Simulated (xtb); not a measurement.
C5H14Cl2GeSi, SMILES [CH3][Ge]([CH3])([CH3])[CH2]C[SiH](Cl)Cl. All values are semi-empirical tight-binding results from xtb (GFN2-xTB unless named), good for trends rather than for accurate numbers. The structure is a stationary point at GFN2-xTB. The structure was generated by enumeration, and PubChem lists no compound with its InChIKey, so it may never have been made. The values are those of a single conformer.

For metal compounds this method's bond lengths and energies can be far off.

```json
{
  "orbital_gap": "5.42 eV",
  "zero_point_energy": "109.1 kcal/mol",
  "G − E(el) at 298.15 K (modified RRHO)": "80.8 kcal/mol"
}
```
